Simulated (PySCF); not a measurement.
An element was calculated at UHF (PySCF 2.14, ECP, a triple-zeta basis, no spin-orbit coupling), in the ground configurations that NIST lists.

```
electron affinity          : -0.111 eV
first ionisation energy    : 5.010 eV
second ionisation energy   : 18.362 eV
third ionisation energy    : 28.154 eV
polarisability of the atom : 76.4 bohr³
```

Q: Which element is it?

A: Thallium (Tl, Z = 81), in def2-TZVPPD with the def2 core potential (60 electrons). NIST lists 6.108, 20.428, 29.852 eV for these ionisation energies.
